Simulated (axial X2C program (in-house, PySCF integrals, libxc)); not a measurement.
**Potential curves of CdB⁺, scalar-relativistic**

Calculated with an in-house relativistic program for diatomic molecules. Spin-free means the one-electron spin-free X2C Hamiltonian. Basis: Cd dyall-cv3z [12s12p8d5f3g], B dyall-v3z [7s6p2d1f] (cores contracted in-house); Gaussian nuclei, density fitting, unrestricted open shells. Masses: Cd 113.903 u, B 11.009 u.

State: M_S = 0, Λ = 0 (closed shell). Energies in eV from the fragments at the same level (Cd + B+). Fits are polynomials in 1 − R0/R over 0.85 to 1.23 times the lowest point R0.

```
 R (Å)     PW91     CCSD
2.1854  -1.9962         
2.2859  -2.1326  -1.4522
2.3613  -2.1905  -1.5276
2.4366  -2.2193  -1.5693
2.5120  -2.2255  -1.5846
2.5999  -2.2111  -1.5762
2.6878  -2.1791  -1.5469
2.8009  -2.1204  -1.4893
2.9390  -2.0319         
3.1400  -1.8892
```

Correlated methods: 14 electrons correlated (number of frozen shells: Cd 4 s, 3 p, 1 d; B 1 s), 254 virtual spin orbitals or spinors in MP2, 90 natural virtuals in coupled cluster.

Occupations by symmetry block were frozen at the best pattern of an incomplete PBE0 search. Dissociation energies refer to the lowest single-determinant-based atoms at the same level and basis. CCSD ran in a truncated set of natural virtual spinors with an MP2 remainder; without triples it tends to underbind. Coupled cluster ran on the points near the minimum only. MP2 and coupled cluster on one determinant become unreliable at the stretched end.

Problem. What are Re, ωe and De at the PW91 level?

Solution. At PW91, spin-free: Re = 2.498 Å, ωe ≈ 295 cm⁻¹, De = 2.23 eV to Cd + B+; Be follows as 0.269 cm⁻¹.

Problem. Fit the CCSD curve near its minimum: give the equilibrium distance, the harmonic wavenumber and the well depth.

Solution. At CCSD, spin-free: Re = 2.526 Å, ωe ≈ 309 cm⁻¹, De = 1.58 eV to Cd + B+; Be follows as 0.263 cm⁻¹.
